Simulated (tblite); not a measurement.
Question: What does the GFN2-xTB structure of `[SiH3]N([SiH2]F)C[SiH3]` look like in three dimensions?

Answer: 
```xyz
16
CH10FNSi3 angstrom
F     -0.3048   -2.1822   -1.7362
Si    -1.2422   -1.3667   -0.7119
N     -0.4737    0.1508   -0.4364
Si    -1.3078    1.5446    0.1747
C      0.9870    0.2056   -0.4652
Si     1.8506   -0.2803    1.1639
H     -2.4949   -1.1515   -1.4097
H     -1.3038   -2.2352    0.4580
H     -2.7068    1.3798   -0.2036
H     -1.1836    1.6471    1.6350
H     -0.6935    2.7146   -0.4569
H      1.2849    1.2202   -0.7457
H      1.3404   -0.4514   -1.2638
H      1.4144    0.6078    2.2440
H      1.5341   -1.6672    1.5090
H      3.2920   -0.1270    0.9514
```

Orientation and origin are arbitrary. Atoms count from 1 in this order. Si2 (fluorine-bound silicon) is distorted tetrahedral (angles from 103.5° to 116.0°). Si4 (SiH3 silicon) is tetrahedral (angles from 106.2° to 112.4°). Of the pairs four or more bonds apart, F1···H13 is among the closest relative to their van der Waals radii: 2.43 Å, 91 % of the sum of Bondi's values. N3 (nitrogen bridging silicon atoms) is almost planar (angles 123.3°, 118.4° and 117.2°, sum 358.9°, 0.10 Å off the plane of its three neighbours).

Bonds between heavy atoms (Å): F1–Si2 1.610, Si2–N3 1.723, N3–Si4 1.735, N3–C5 1.462, C5–Si6 1.907.

The geometry is computed with GFN2-xTB (gas phase).

Point group: C1 (no symmetry element, even within 0.4 Å). Its GFN2-xTB frequencies are all real (lowest 29 cm⁻¹). The numbers are those of one conformer (F1–Si2–N3–Si4 160°, Si2–N3–C5–Si6 -84°).

Time: 0.84 s of wall time. Hardware: one thread of an Arm Neoverse N1, no GPU, shared host. These figures are those of the optimisation.
